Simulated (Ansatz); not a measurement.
Isolated molecules relaxed with PBE0-D4/def2-TZVP in Ansatz; ΔE leaves out vibrations. CBS: MP2 limit from def2 TZ/QZ plus the TZ coupled-cluster correction, frozen cores. This one scheme is used for every species. One conformer a species, not always the lowest.

Consider the substitution at a C–C bond: `COCC=O` + `[SiH3]S` → `COCS[SiH3]` + `C=O`.

```json
{"species": "`COCC=O`", "CCSD(T)/def2-TZVPP energy (Eh)": "-267.93571"}
{"species": "`[SiH3]S`", "CCSD(T)/def2-TZVPP energy (Eh)": "-689.20524"}
{"species": "`COCS[SiH3]`", "CCSD(T)/def2-TZVPP energy (Eh)": "-842.79299"}
{"species": "`C=O`", "CCSD(T)/def2-TZVPP energy (Eh)": "-114.33744"}
```

Question: Work out ΔE.

Answer: ΔE = (-842.79299) + (-114.33744) − (-267.93571) − (-689.20524) = 0.01052 Eh = +27.6 kJ/mol. CCSD(T)/CBS gives +25.7 kJ/mol.

Largest T1 diagnostic among the species: 0.015.

From PBE to PBE0 (25 % exact exchange), in def2-TZVPP and without D4, ΔE moves by +4.1 kJ/mol. In def2-TZVPP, CCSD(T) changes the Hartree–Fock value by −15.7 kJ/mol (the triples alone add −3.9 kJ/mol) and MP2 by −19.9 kJ/mol. The D4 term adds −9.6 kJ/mol with B3LYP and −5.4 kJ/mol with PBE0; it sums over pairs of atoms, weighted by their polarisabilities, and B3LYP, whose exchange is more repulsive, gets the larger term.

B3LYP here is the variant with VWN-RPA as its local correlation; programs differ in this.
